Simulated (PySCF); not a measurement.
Job file and geometry (Å, from GFN2-xTB) of an NMR shielding run on `C=C([SiH3])SC(F)F`, C$_{3}$H$_{6}$F$_{2}$SSi, GIAO PBE0/pcSseg-1 NMR shielding, non-relativistic, gas phase in PySCF 2.14.0, density-fitted response routines; density fitting, a coarse starting grid and PySCF grid level 2 are the driver's defaults:

```
$ OMP_NUM_THREADS=1 python probes_run.py task.json out

{"job": {"kind": "nmr", "xc": "PBE0", "basis": "pcSseg-1"}, "charge": 0, "multiplicity": 1}
C     -1.368035     1.666000    -0.031531
C     -0.577393     0.612471    -0.180841
Si    -1.072258    -1.171234     0.253436
S      1.004532     0.906611    -0.961236
C      2.100873    -0.157069     0.020004
F      1.911154    -1.471237    -0.221533
F      1.915699     0.013642     1.341465
H     -1.075360     2.662688    -0.321811
H     -2.354881     1.552797     0.384351
H     -0.369507    -1.584108     1.465057
H     -2.514983    -1.111812     0.480196
H     -0.742489    -2.018337    -0.889699
H      3.138260     0.100074    -0.234178
```

**Question.** Write the output of this run.

**Answer.** 
```
coarse grid: 12400 points
cycle   1  E = -1004.4570685431  dE =  7.815e-01  |g| = 7.102e-01  |ddm| = 3.298e+00
cycle   2  E = -1004.3505528158  dE =  1.065e-01  |g| = 1.075e+00  |ddm| = 9.998e-01
cycle   3  E = -1004.5485310995  dE = -1.980e-01  |g| = 4.884e-02  |ddm| = 6.459e-01
cycle   4  E = -1004.5489170229  dE = -3.859e-04  |g| = 3.216e-02  |ddm| = 9.491e-02
cycle   5  E = -1004.5491585667  dE = -2.415e-04  |g| = 1.268e-02  |ddm| = 4.108e-02
cycle   6  E = -1004.5491963616  dE = -3.779e-05  |g| = 2.748e-03  |ddm| = 1.205e-02
cycle   7  E = -1004.5491980291  dE = -1.668e-06  |g| = 6.682e-04  |ddm| = 3.180e-03
final grid: 112736 points
cycle   8  E = -1004.6068100459  dE = -3.419e-05  |g| = 7.235e-03  |ddm| = 2.232e-02
cycle   9  E = -1004.6068025711  dE =  7.475e-06  |g| = 9.424e-03  |ddm| = 1.322e-02
cycle  10  E = -1004.6068215547  dE = -1.898e-05  |g| = 4.402e-04  |ddm| = 7.795e-03
cycle  11  E = -1004.6068215757  dE = -2.105e-08  |g| = 2.549e-04  |ddm| = 5.435e-04
cycle  12  E = -1004.6068215888  dE = -1.308e-08  |g| = 8.001e-05  |ddm| = 2.563e-04
cycle  13  E = -1004.6068215904  dE = -1.598e-09  |g| = 2.290e-05  |ddm| = 9.261e-05
cycle  14  E = -1004.6068215905  dE = -1.000e-10  |g| = 5.299e-06  |ddm| = 2.635e-05
converged SCF energy = -1004.6068215905

GIAO shielding tensors (ppm)
atom      isotropic    diamagn.    paramagn.     s11        s22        s33       span
  0 C       44.643     251.842    -207.200    -72.584     58.342    148.171    220.755
  1 C       43.121     263.301    -220.180    -65.505     37.234    157.636    223.142
  2 Si     411.503     880.265    -468.763    371.473    410.651    452.384     80.911
  3 S      329.790    1056.321    -726.531    138.602    317.937    532.830    394.228
  4 C       58.249     239.754    -181.505     25.882     69.012     79.853     53.970
  5 F      273.198     475.982    -202.784    155.973    303.481    360.140    204.167
  6 F      274.323     476.223    -201.900    159.812    301.073    362.085    202.273
  7 H       25.186      30.428      -5.241     21.156     24.047     30.355      9.199
  8 H       25.363      30.560      -5.196     21.567     24.139     30.383      8.816
  9 H       27.161      29.421      -2.260     23.577     27.279     30.628      7.051
 10 H       27.487      29.641      -2.154     23.886     25.917     32.657      8.771
 11 H       27.305      28.947      -1.643     23.849     26.683     31.383      7.534
 12 H       24.695      26.541      -1.846     21.568     22.948     29.568      8.000
```

**Question.** Turn these shieldings into chemical shifts. δ = σ(ref) − σ, references computed at the same level: 13C (186.93 ppm), 29Si (349.16 ppm), 1H (31.72 ppm) vs TMS; 33S (503.73 ppm) vs CS2; CFCl3 for 19F (170.95 ppm).

**Answer.** Averaging equivalent atoms: C 1: 143.8; C 0: 142.3; C 4: 128.7; Si 2: -62.3; S 3: 174; F 5/6: -102.8; H 12: 7.02; H 7: 6.53; H 8: 6.35; H 9/10/11: 4.40 ppm. Unscaled 19F shifts against computed CFCl3 carry errors that often reach 10 to 50 ppm.

Size and cost of the density-fitted run: 163 basis functions, 44 s wall time on 1 thread of an Arm Neoverse N1, shared host; peak memory 0.74 GiB.
